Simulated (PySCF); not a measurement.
Structure problem from calculated spectra and properties.

Elements present: C, H, P and Si. Monoisotopic mass: 134.0137 u.

| Property | Result |
| --- | --- |
| UV, first state | lowest singlet excitation: 6.42 eV (193 nm, f = 0.062) [TDDFT wB97X-D/def2-SVPD] |
| Valence photoelectron | vertical ionisation energy: 9.50 eV [ΔSCF wB97X-D/def2-SVPD] |
| Rotational structure | rotational constants A, B, C: 4.374, 0.765, 0.707 GHz [PBE0-D3(BJ)/def2-SVP] |
| 1H NMR | chemical shifts (computed TMS as zero) by class: 4.06 (2 H), 3.68 (2 H), 1.57 (2 H), 0.69 (2 H), 0.25 (2 H), -0.20 (1 H) ppm [GIAO CAM-B3LYP/pcSseg-1] |
| NMR, other nuclei | isotropic shieldings of nuclei other than C and H, by class: 398 (1 Si), 430 (1 Si), 597 (1 P) ppm [GIAO CAM-B3LYP/pcSseg-1] |
| 13C NMR | chemical shifts (computed TMS as zero) by class: 3.5 (2 C), -10.0 (1 C) ppm [GIAO CAM-B3LYP/pcSseg-1] |

Electronic properties: PySCF, gas phase, density fitting. Levels stand in brackets. Isolated species at its PBE0-D3(BJ)/def2-SVP geometry (one conformer only). NMR values are class means; diastereotopic atoms form classes of their own.

Question: Which formula fits the mass and the elements?

Answer: C3H11PSi2 (calculated 134.0137). No other formula that holds each of these elements comes within 0.0003 u with a fitting electron parity and a possible valence count.

Question: What is the compound? Reason from the data.

Answer: Numbering: `[PH2:1][SiH2:2][SiH2:3][CH:4]1[CH2:5][CH2:6]1`. 3 carbons fall into 2 classes; from least to most shielded: three-membered-ring carbon [C5/C6] (3.5 ppm, 2 C), ring sp3 carbon bound to silicon [C4] (-10.0 ppm). Hydrogen classes from least to most shielded: 2 H on an SiH2 silicon, Si3 (4.06 ppm), 2 H on an SiH2 silicon, Si2 (3.68 ppm), 2 H on a three-coordinate phosphorus, P1 (1.57 ppm), 2 H on 2 three-membered-ring carbons, C5/C6 (0.69 ppm), 2 H on 2 three-membered-ring carbons, C5/C6 (0.25 ppm), 1 H on an sp3 carbon bound to silicon, C4 (-0.20 ppm). The other shieldings belong to: 398 ppm, SiH2 silicon [Si3]; 430 ppm, SiH2 silicon [Si2]; 597 ppm, three-coordinate phosphorus [P1]. The first electron is taken from the HOMO, whose largest Löwdin shares are 0.63 on the three-coordinate phosphorus, 0.16 on an SiH2 silicon and 0.06 on each of 2 atoms of one kind (P–H hydrogen). The optimised geometry has point group C1 and is an asymmetric top. Structure: `P[SiH2][SiH2]C1CC1`. Computed isomers that give other values at the same levels: `C=C(C)[SiH2]P[SiH3]` (rotational constant A: 2.263 GHz; this holds for the one conformer computed); `C[Si]1(P)C[SiH2]C1` (rotational constant A: 2.635 GHz; this holds for the one conformer computed); `C=CC[SiH2][SiH2]P` (rotational constant A: 2.011 GHz; this holds for the one conformer computed). The assignments are read from this structure; whether some other isomer fits the data as well wasn't checked.

The values belong to the conformer `[PH2:1][SiH2:2][SiH2:3][CH:4]1[CH2:5][CH2:6]1`: P1–Si2–Si3–C4 164°, Si2–Si3–C4–C5 29°, H–P1–Si2–Si3 67°, H–P1–Si2–Si3 161°.
